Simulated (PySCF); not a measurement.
C₂H₇Al. Atoms are numbered in the order given.

```xyz
10

Al     0.0000     0.0000     0.5081
C      1.7227     0.0004    -0.4253
H      2.3160    -0.8917    -0.1543
H      1.6292     0.0185    -1.5234
H      2.3343     0.8702    -0.1253
C     -1.7227    -0.0004    -0.4253
H     -2.3160     0.8917    -0.1543
H     -1.6292    -0.0185    -1.5234
H     -2.3343    -0.8702    -0.1253
H      0.0000     0.0000     2.1033
```

Geometry: ωB97X-D3(BJ)/def2-SVP. The isomer is the one that the SMILES or the coordinates give; other isomers of the formula were not compared.

Method: PySCF with PBE/def2-TZVPD.

Q: Estimate the frontier levels, gap, dipole moment and polarisability. (An estimate is asked for; the answer gives what the named calculation found.)

A: 
```json
{
  "highest_occupied_level": "-6.51 eV",
  "lowest_empty_level": "-1.62 eV",
  "orbital_gap": "4.89 eV",
  "dipole_moment": "0.68 D",
  "quadrupole, principal values (traceless, Buckingham form, about the centre of nuclear charge)": "-4.22, -1.77, 6.00 D·Å",
  "mean_static_polarisability": "58.5 bohr³ (8.67 Å³)",
  "polarisability_principal_values": "48.5, 58.1, 69.0 bohr³"
}
```
